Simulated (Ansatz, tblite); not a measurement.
Cost and result up the ladder for Al₁₁N₁₁H₂₈, a nanocrystal cut from wurtzite AlN (hydrogen-capped) (50 atoms). The state is a singlet with charge 0. Geometry: PBE-D4/def2-SVP.

Cartesian coordinates in Å:
```
Al 0.388 0.096 -3.499
N 0.355 -1.896 -3.460
Al 0.316 2.455 -1.669
N -1.258 3.030 -0.644
N 0.343 0.579 -1.603
Al -1.248 -0.097 -0.759
Al 0.405 -2.733 -1.697
N -1.133 -2.041 -0.764
Al -1.415 2.345 1.190
N -1.279 0.475 1.078
Al -2.919 -0.115 1.966
Al -1.219 -2.837 0.989
N -2.831 -2.100 1.808
N 1.816 3.092 -0.556
Al 1.928 -0.058 -0.748
N 1.873 -1.979 -0.730
Al 1.950 2.400 1.273
N 0.246 2.991 2.039
N 1.783 0.528 1.099
Al 0.236 -0.166 2.048
Al 1.998 -2.686 1.105
N 0.292 -2.080 1.883
H -0.974 0.544 -4.234
H 1.832 0.468 -4.115
H -0.482 -2.225 -3.967
H 1.142 -2.244 -4.031
H 0.366 3.203 -3.081
H -2.072 2.632 -1.152
H -1.406 4.050 -0.694
H -2.571 0.399 -1.540
H 0.426 -4.322 -1.882
H -1.965 -2.377 -1.280
H -2.667 3.009 1.929
H -4.218 0.335 1.125
H -2.807 0.173 3.550
H -1.319 -4.434 1.003
H -3.658 -2.429 1.284
H -2.957 -2.505 2.749
H 1.894 4.120 -0.595
H 2.666 2.758 -1.051
H 3.293 0.546 -1.364
H 2.748 -2.315 -1.171
H 3.199 3.015 2.053
H 0.212 4.013 2.185
H 0.214 2.601 3.001
H 2.595 0.081 1.573
H 0.304 0.354 3.576
H 2.057 -4.292 1.078
H 3.199 -1.893 1.862
H 0.321 -2.470 2.842
```

Ansatz on 2 threads of AMD EPYC 7R13 on a shared host and a share (18 GiB) of an NVIDIA H100 80GB HBM3; xTB runs through tblite on one thread. Times are rough, summed over both states, and most runs start from the orbitals of an earlier one. PBE0-D4/def2-TZVP serves as the yardstick here, not as an exact answer. The other state is a doublet.

The xTB rows come from tblite. B3LYP takes the VWN-RPA correlation. Single mean-field runs in def2-TZVP are fitted with def2-universal-jkfit.

Run but left out: PBE-D4/def2-TZVP (charge +1 doublet: an occupied level 0.03 eV above an empty one).

Raw xTB energies of ions are shifted by several eV.

| level | functions | wall time |
| --- | --- | --- |
| GFN1-xTB | 199 | 0.61 s |
| GFN2-xTB | 171 | 0.63 s |
| B3LYP-D4/def2-TZVP (with forces) | 916 | 58 s |
| PBE0-D4/def2-TZVP | 916 | 60 s |

(1) Estimate what each level gives for the vertical IE (eV).

Results:

(1) 
```
                           level  vertical IE (eV)  difference from PBE0-D4/def2-TZVP (eV)
                        GFN1-xTB             10.88                                    2.20
                        GFN2-xTB             11.74                                    3.06
B3LYP-D4/def2-TZVP (with forces)              8.65                                   -0.03
               PBE0-D4/def2-TZVP              8.68                                    0.00
```
